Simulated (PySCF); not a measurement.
Cl₂GeH₄OSi, SMILES O[Si](Cl)(Cl)[GeH3]. Coordinates come from a PBE-D3(BJ)/def2-SVP optimisation. The structure was generated by enumeration, and PubChem lists no compound with its InChIKey, so it may never have been made. The values are those of a single conformer.

**Question.** Give the equilibrium geometry at PBE-D3(BJ)/def2-SVP (PySCF confirms it by a frequency run) as a Z-matrix, and its point group. (Estimate from the structure and the level; the computed values follow.)

**Answer.** One answer among several that fit: point group Cs.
```
Si
O 1 1.6652
H 2 0.9753 1 116.29
Cl 1 2.0861 2 110.34 3 58.77
Cl 1 2.0861 2 110.34 3 -58.77
Ge 1 2.3727 2 108.51 3 -180.00
H 6 1.5478 1 108.29 2 180.00
H 6 1.5483 7 109.43 1 119.80
H 6 1.5483 7 109.43 8 120.40
```
Charge 0, spin multiplicity 1.
